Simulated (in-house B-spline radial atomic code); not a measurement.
Whole-atom quantities along the 21-electron series, configuration [Ar] 3d3. Computed with a radial B-spline atomic code at the basis-set limit: non-relativistic Hartree-Fock, average of the configuration, point nuclei.

This level leaves out relativity, spin-orbit splitting included, which matters for heavy ions.

| ion | Z | E/Z² (Eh) | Σ<r²> (bohr²) | n(0)/Z³ (bohr⁻³) | Lamb diamagnetic shielding (ppm) | repulsion over attraction |
| --- | --- | --- | --- | --- | --- | --- |
| V2+ | 23 | -1.7809 | 16.537 | 0.67167 | 1715.29 | 0.15225 |
| Cr3+ | 24 | -1.8079 | 13.209 | 0.67381 | 1809.16 | 0.14855 |
| Mn4+ | 25 | ? | ? | ? | ? | ? |
| Fe5+ | 26 | -1.8576 | 9.3603 | 0.67776 | 1996.01 | 0.14097 |
| Co6+ | 27 | -1.8804 | 8.1053 | 0.67958 | 2089.2 | 0.13726 |
| Ni7+ | 28 | -1.902 | 7.1065 | 0.6813 | 2182.3 | 0.13366 |
| Cu8+ | 29 | -1.9224 | 6.2932 | 0.68293 | 2275.33 | 0.13018 |
| Zn9+ | 30 | ? | ? | ? | ? | ? |
| Ga10+ | 31 | -1.96 | 5.053 | 0.68595 | 2461.24 | 0.1236 |
| Ge11+ | 32 | -1.9774 | 4.5715 | 0.68735 | 2554.14 | 0.12051 |
| As12+ | 33 | -1.9939 | 4.1581 | 0.68868 | 2647.02 | 0.11754 |
| Se13+ | 34 | -2.0096 | 3.8 | 0.68994 | 2739.87 | 0.11469 |
| Br14+ | 35 | -2.0245 | 3.4875 | 0.69115 | 2832.71 | 0.11197 |
| Kr15+ | 36 | -2.0388 | 3.213 | 0.6923 | 2925.53 | 0.10935 |
| Rb16+ | 37 | -2.0524 | 2.9704 | 0.6934 | 3018.33 | 0.10684 |
| Sr17+ | 38 | -2.0653 | 2.7548 | 0.69445 | 3111.13 | 0.10444 |
| Zr19+ | 40 | -2.0896 | 2.3897 | 0.69642 | 3296.69 | 0.099921 |
| Nb20+ | 41 | -2.1009 | 2.2342 | 0.69734 | 3389.46 | 0.097795 |
| Mo21+ | 42 | -2.1118 | 2.0936 | 0.69822 | 3482.22 | 0.095753 |
| Tc22+ | 43 | -2.1222 | 1.9661 | 0.69907 | 3574.97 | 0.09379 |
| Ru23+ | 44 | -2.1322 | 1.85 | 0.69989 | 3667.73 | 0.091902 |
| Rh24+ | 45 | -2.1419 | 1.7441 | 0.70067 | 3760.47 | 0.090085 |
| Pd25+ | 46 | -2.1511 | 1.6471 | 0.70143 | 3853.22 | 0.088335 |
| Ag26+ | 47 | ? | ? | ? | ? | ? |
| Cd27+ | 48 | -2.1685 | 1.4761 | 0.70285 | 4038.69 | 0.085024 |
| In28+ | 49 | -2.1768 | 1.4005 | 0.70353 | 4131.42 | 0.083457 |

Question: Fill in the row of Mn4+.

Answer: E/Z² (Eh): -1.8335; Σ<r²> (bohr²): 10.988; n(0)/Z³ (bohr⁻³): 0.67584; Lamb diamagnetic shielding (ppm): 1902.69; repulsion over attraction: 0.14475.

Question: Fill in the row of Zn9+.

Answer: E/Z² (Eh): -1.9417; Σ<r²> (bohr²): 5.6193; n(0)/Z³ (bohr⁻³): 0.68448; Lamb diamagnetic shielding (ppm): 2368.3; repulsion over attraction: 0.12682.

Question: Fill in the row of Ag26+.

Answer: E/Z² (Eh): -2.16; Σ<r²> (bohr²): 1.558; n(0)/Z³ (bohr⁻³): 0.70215; Lamb diamagnetic shielding (ppm): 3945.95; repulsion over attraction: 0.086649.

Question: With what power of Z does the column «Σ<r²> (bohr²)» change over this range?

Answer: A fit of the logarithm of its size against log Z from Z = 23 to 49 has slope -3.11. Unscreened non-relativistic hydrogenic orbitals would give -2.
